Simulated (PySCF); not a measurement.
SMILES [GeH3][SiH2]Br (H5BrGeSi) at its B3LYP/def2-SVP optimised geometry (Å):

```
8

Ge     1.3052    -0.3394     0.0000
Si    -1.0926    -0.3394     0.0000
Br    -1.8341     1.7912     0.0000
H      1.8324     0.3794     1.2577
H      1.8325     0.3862    -1.2537
H      1.8341    -1.7912    -0.0038
H     -1.6390    -1.0115    -1.2124
H     -1.6388    -1.0117     1.2124
```

Method: PySCF with B3LYP/def2-TZVP.

Map of the electron localisation function on the plane z = 1.2 Å:

```
|                             |
|                             |
|     ..::::.                 |
|    .:-====-:.               |
|  .:-=+****+-:               |
|  :-+*#####*+:               |
| .-+*#%%%%##+-               |
| .-+##%%%%##+:     .:-:.     |
| :=*##%%%%#*=.    :*%%#+:    |
| .-+*#####*+-    .*@@@@@*:   |
| .:=+*****+-.    =%@@@@@@+.  |
|  .:-====-:.    .*@@@@@@@#:  |
|    ........   .:#@@@@@@@%-  |
|       .........-*@@@@@@@#-  |
|      .=++=-::-:-+%@@@@@@*:  |
|    .=#@@@%*-----=*%@@@%*-   |
|   .=%@@@@@%=---:-=+***=:.   |
|   -%@@@@@@@+::::::---:.     |
|   =@@@@@@@@+:....::::..     |
|   =@@@@@@@@=.   .::--:.     |
|   :%@@@@@@%-    .:=+++-.    |
|    =%@@@@@+.    .-*###+:    |
|    .=#@@%*:     .-*%%#+:    |
|      :=+=:       :+##*=.    |
|                  .-==-.     |
|                    .        |
|                             |
|                             |
|                             |
```
Scale: ten equal steps from 0.000 (start of ' ') to 1.000 (end of '@'), in the order ' .:-=+*#%@'; x runs from -4.00 to 4.00, y from -4.00 (bottom) to 4.00 (top).
